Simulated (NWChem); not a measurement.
System: CH$_{6}$F$_{2}$Si$_{2}$; SMILES FC(F)[SiH2][SiH3]

Input file for NWChem:

```
start job
memory heap 200 mb stack 900 mb global 1100 mb
geometry units angstroms noautosym nocenter noautoz
  F     -0.331454     1.391318    -1.418590
  C      0.256466     1.427297    -0.172051
  F     -0.742704     1.640171     0.753769
  Si     1.073631    -0.283006     0.178558
  Si    -0.601448    -1.923353     0.048980
  H      0.916409     2.303747    -0.147517
  H      1.698217    -0.224086     1.529120
  H      2.145735    -0.494513    -0.833103
  H     -1.212881    -1.928072    -1.305886
  H     -0.014955    -3.266324     0.314202
  H     -1.660985    -1.657120     1.056966
end
basis spherical
  F library def2-svp
  C library def2-svp
  Si library def2-svp
  H library def2-svp
end
dft
  xc b3lyp
  iterations 150
end
property
  response 1 0.0773
end
task dft property
```

Structure relaxed at the B3LYP/6-31G* (spherical d) level.

Field at 589 nm.

Problem. Give the results of this calculation. (B3LYP/def2-SVP.) Quantities: isotropic polarisability (bohr³); anisotropy (bohr³).

Solution. 
| Quantity | Result |
|---|---|
| isotropic polarisability (bohr³) | 66.1 |
| anisotropy (bohr³) | 17.3 |
